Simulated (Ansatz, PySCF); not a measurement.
System: InBr₂, charge 1, multiplicity 1. 
Structure (B3LYP-D3(BJ)/def2-TZVP (Ansatz, an electronic-structure program) minimum search):
```
In
Br 1 2.3685
Br 1 2.3685 2 180.00
```
Charge +1, spin multiplicity 1.

Total electronic energies in hartree. Correlated levels leave the core frozen unless marked. Spin-orbit coupling is left out. The frozen core is the preceding noble-gas configuration, with the filled d and f shells of earlier blocks. In def2 rows, elements after Kr have scalar-relativistic effective core potentials. STO-3G rows are all-electron and non-relativistic. CBS(X,Y): correlation extrapolated as X^-3; Hartree-Fock from the larger set. The bracket is a focal-point correction in the basis named.

| level | program | energy (Eh) |
|---|---|---|
| RI-HF/def2-QZVPPD | Ansatz | -5333.98869 |
| SVWN5/def2-TZVPD | Ansatz | ? |
| TPSS/def2-TZVPD | PySCF | -5337.99874 |
| PBE0/def2-SVP | Ansatz | -5337.02609 |
| PBE0-D4/def2-TZVPD | Ansatz + dftd4 | -5337.66711 |
| BHLYP-D3(BJ)/def2-TZVPD | Ansatz + dftd3 | -5338.17143 |
| TPSSh-D3(BJ)/def2-TZVPD | PySCF + dftd3 | -5338.02196 |
| PW6B95-D4/def2-TZVPD | PySCF + dftd4 | ? |
| HSE06/def2-TZVPD | Ansatz | -5337.67282 |
| wB97M-V/def2-TZVPD | Ansatz | -5337.91946 |
| B2PLYP/def2-TZVPD | Ansatz | -5337.14371 |
| CCSD(T)/STO-3G | Ansatz | -10772.23451 |
| CCSD(T)/def2-SVP | Ansatz | -5333.54769 |
| RI-MP2/CBS(def2-TZVPPD,def2-QZVPPD)+[CCSD(T)-MP2]/def2-SVPD | Ansatz | -5334.4428 |
| RI-MP2/CBS(def2-TZVPPD,def2-QZVPPD)+[CCSD(T)-MP2]/def2-TZVPPD | Ansatz | -5334.4554 |

### Question
Fill in the missing entries.

### Answer

- SVWN5/def2-TZVPD, energy (Eh): -5330.85976
- PW6B95-D4/def2-TZVPD, energy (Eh): -5340.63479
